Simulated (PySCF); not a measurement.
Compound: C2H2BF3.
SMILES with atom numbers: `[BH2:1][C:2]([F:3])=[C:4]([F:5])[F:6]`

Geometry (PBE0-D3(BJ)/def2-SVP, Å), atoms numbered from 1 in this order:
```xyz
8
C2H2BF3 angstrom
B     -1.3230   -0.1568    0.1653
C      0.0498    0.4899    0.0771
F      0.2225    1.8082    0.2711
C      1.1839   -0.1949   -0.2088
F      2.3577    0.3492   -0.2971
F      1.2317   -1.4724   -0.4266
H     -1.4289   -1.3426   -0.0130
H     -2.2826    0.5287    0.4095
```

The calculation used delta-SCF UKS SCAN, pcX-2 on the ionised atom, pcseg-1 elsewhere, spin-free X2C in PySCF 2.14.0. Every row has its own mixed basis.

| ionised atom | basis functions | E(ionised) (Eh) | binding energy (eV) |
| --- | --- | --- | --- |
| C2 | 125 | -391.07306 | 293.187 |
| C4 | 125 | -390.96215 | 296.336 |
| F3 | 125 | -376.40814 | 693.364 |
| F5 | 125 | -376.34975 | 694.941 |
| F6 | 125 | -376.34395 | 695.080 |

Problem. Fill in the total energy of each ground state.

Solution. With binding energy = E(ionised) − E(ground) and 27.2114 eV a hartree:

| atom | binding energy (Eh) | E(ground) (Eh) |
| --- | --- | --- |
| C2 | 10.7744 | -401.8475 |
| C4 | 10.8902 | -401.8523 |
| F3 | 25.4807 | -401.8888 |
| F5 | 25.5386 | -401.8884 |
| F6 | 25.5437 | -401.8877 |

Problem. How much do the ground-state energies differ, and what would follow from using one of them for all holes?

Solution. They run from -401.8888 Eh (core basis on F3) to -401.8475 Eh (on C2), 0.0413 Eh or 1.12 eV apart, for one and the same state in different bases and grids. Pairing the ion of C2 with the ground state of F3 would put its binding energy 1.12 eV too high.

The listed F 1s values span 1.72 eV, from F3 (bonded to C) to F6 (bonded to C). Summing the Pauling electronegativity differences to the bonded atoms, each weighted by its formal bond order, gives -1.43 for the lowest site and -1.43 for the highest; the sum is the same at every site.

Only 1s holes are shown. Geometry: PBE0-D3(BJ)/def2-SVP; no solvent, vibrations or thermal averaging.

The run took 28 s of wall time on Arm Neoverse V1, one thread, no GPU, on a shared host.
